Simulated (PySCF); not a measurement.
```xyz
5
charge -1 multiplicity 1, angstrom
I     0.0000    0.0000    0.0000
F     2.0519    0.0000    0.0000
F    -2.0519    0.0000    0.0000
F     0.0000    2.0519    0.0000
F     0.0000   -2.0519    0.0000
```

Computed with PBE0 in PySCF with I def2-SVPD with ECP28, F def2-SVPD; scalar-relativistic core potentials, no spin–orbit coupling; density-fitted integrals.

This geometry of [IF4]- is a stationary point at this level.

(1) What is the point group?

(2) Is it a minimum?

(3) Which band is strongest in the infrared?

(4) Give the ideal-gas entropy at 298.15 K and 1 bar by parts.

Results:

(1) D4h.

(2) Yes: all harmonic wavenumbers are real.

(3) 490 cm⁻¹ (eu), 724 km/mol.

(4) translation 175.1, rotation 97.4, vibration 61.9, spin 0.0; total 334.4 J/(mol K).

This need not be the most stable arrangement of these atoms. The lowest empty level of this anion is unbound, so it and the gap depend on the basis.
